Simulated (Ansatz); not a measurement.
A nudged elastic band was laid between two geometries of CH6GeOSSi (11 atoms, charge 0, multiplicity 1).

Computed with RKS PBE-D4/def2-SVP (Ansatz 0.2.0).

```
movable images  : 7
climbing image  : yes
spring          : 5.0 eV/Å²
optimiser       : quadratic models (default)
start path      : IDPP
force threshold : 0.03 eV/Å
iteration limit : 60
end points      : relaxed
```

Initial state:

```xyz
11
Properties=species:S:1:pos:R:3
O -2.563 0.053 -1.254
C -1.471 0.482 -0.955
S -1.268 2.241 -0.473
Si 0.134 -0.620 -0.886
Ge 0.922 -0.606 1.376
H 0.081 2.173 -0.278
H 1.173 -0.009 -1.789
H -0.228 -1.995 -1.366
H -0.246 -0.927 2.341
H 1.480 0.800 1.722
H 2.052 -1.648 1.581
```

Final state:

```xyz
11
Properties=species:S:1:pos:R:3
O -1.840 1.093 0.370
C -1.143 0.916 -0.609
S -1.500 1.797 -2.166
Si 0.357 -0.331 -0.571
Ge 0.725 -0.807 1.740
H -0.453 1.270 -2.862
H 1.542 0.291 -1.265
H -0.048 -1.549 -1.358
H -0.543 -1.453 2.348
H 1.052 0.505 2.495
H 1.917 -1.788 1.899
```

Q: Which bonds break or form, and what moves?

A: No bond is made or broken. The dihedral S3–C2–Si4–Ge5 goes from 60 to 167°.

Q: What energy profile does the band end with?

A: The forces met the threshold. The highest image is number 3 of 0 to 8, 0.011 eV above the first end and 0.007 eV above the last; the last end lies 0.004 eV above the first. The top lies less than 8 meV above the higher end, about what the thresholds resolve: that end is a shoulder or a very shallow well. A vibrational analysis at the climbing image gives no mode beyond 40i cm⁻¹: the surface is too flat there to confirm a saddle point.

```tsv
image	path coordinate (Å)	energy (eV)	dihedral S3–C2–Si4–Ge5 (°)
0	0.00	0.000	60
1	0.57	0.003	72
2	1.14	0.009	84
3	1.71	0.011	98
4	2.27	0.010	112
5	2.83	0.007	127
6	3.38	0.005	141
7	3.94	0.004	154
8	4.50	0.004	167
```

Q: What is the geometry of the highest image?

A: 
```xyz
11
Properties=species:S:1:pos:R:3
O -2.483 0.107 -0.524
C -1.400 0.575 -0.804
S -1.225 2.357 -1.164
Si 0.201 -0.530 -0.766
Ge 0.828 -0.749 1.534
H 0.106 2.306 -1.450
H 1.310 0.110 -1.562
H -0.162 -1.857 -1.367
H -0.379 -1.267 2.354
H 1.261 0.633 2.087
H 2.010 -1.742 1.681
```

The band took 10 iterations and about 5 core-minutes.

Run time: 2.8 min on 2 threads of Arm Neoverse V2, with other jobs on the host, peak memory 0.17 GiB.
